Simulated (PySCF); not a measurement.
Level of theory: B3LYP-D3(BJ)/def2-TZVP // PBE0-D4/def2-TZVP (PySCF). Isolated molecules, 0 K electronic values unless said otherwise. One relaxed conformer stands for a flexible species; it need not be the lowest. B3LYP has the VWN-RPA correlation part, as in Gaussian. Delta-SCF ions had no search for a lower state. Excitations are Tamm–Dancoff values on a coarser integration grid. The basis has no diffuse functions, so Rydberg states are missing or too high.

Reference species (SMILES): `BC(=C)C` (neutral, multiplicity 1).

```yaml
vertical ionisation energy (Delta-SCF): 10.10 eV
T1 excitation (TDA): 3.41 eV
brightest of the four lowest singlets (TDA): 5.65 eV
```

Changed species: `B/C=C/C`.

**Question.** Predict the effect on the vertical ionisation energy (Delta-SCF), T1 excitation (TDA) and brightest of the four lowest singlets (TDA).

**Answer.** the vertical ionisation energy (Delta-SCF) increases by 0.05 eV, to 10.15 eV; the T1 excitation (TDA) rises by 0.19 eV, to 3.60 eV; the brightest of the four lowest singlets (TDA) rises by 0.32 eV, to 5.97 eV.
